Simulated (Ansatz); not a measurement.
The molecule SF-, multiplicity 3 (an upper state: multiplicity 1 came lower at CCSD(T)/def2-TZVPP on PBE0 minima).

The constants come from a fifth-degree fit in 1/R (seven points, main isotopes). In def2 and cc sets the state is the lowest found near the PBE0 minimum, followed along R.

The values were computed with Ansatz (Gaussian orbitals). Values without a source in brackets are computed.

Energies at PBE0/def2-TZVPP:

| R (Å) | E (hartree) |
|---|---|
| 2.026884 | -497.80379029 |
| 2.081370 | -497.80522362 |
| 2.131497 | -497.80591485 |
| 2.188163 | -497.80610693 |
| 2.244829 | -497.80579900 |
| 2.310212 | -497.80496846 |
| 2.386492 | -497.80353699 |

With a reduced mass of 11.9171 u, find the minimum, the force constant and the constants.

A fifth-degree polynomial in 1/R puts the minimum at r_e = 2.1794 Å with force constant 70.2 N/m. Then ω_e = (1/2πc)√(k/μ) = 316 cm⁻¹ and B_e = h/(8π²cμr_e²) = 0.2978 cm⁻¹; the cubic and quartic terms give α_e = 0.0035 and ω_e x_e = 3.2 cm⁻¹.

Ansatz is an electronic-structure program.
